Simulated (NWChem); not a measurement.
A series in which one site is exchanged, each optimised at PBE0/def2-SVP with NWChem, gas phase unless a solvent is named. For some, no frequency run checked for a minimum. def2 effective core potentials on Sr, Ba; no spin-orbit coupling.

A: [F][Ca][F] (CaF2; site = Ca)
B: [F][Sr][F] (SrF$_{2}$; site = Sr)
C: [F][Ba][F] (BaF2; site = Ba)
D: FSF (SF$_{2}$; site = S)

```csv
quantity,A,B,C,D
"dipole (D), PBE0/def2-SVP",4.45,…,7.09,1.41
"orbital gap (eV), PBE0/def2-SVP",6.88,…,6.26,5.75
"static polarisability, PBE/def2-SVPD (bohr³)",24.8,…,36.2,24.8
"lowest singlet excitation, PBE/def2-SVPD, TDA (eV)",4.86,…,4.57,3.30
```

Problem. Fill in the missing entries.

Solution. 
- dipole (D), PBE0/def2-SVP, B: 5.99
- orbital gap (eV), PBE0/def2-SVP, B: 6.31
- static polarisability, PBE/def2-SVPD (bohr³), B: 29.0
- lowest singlet excitation, PBE/def2-SVPD, TDA (eV), B: 4.39
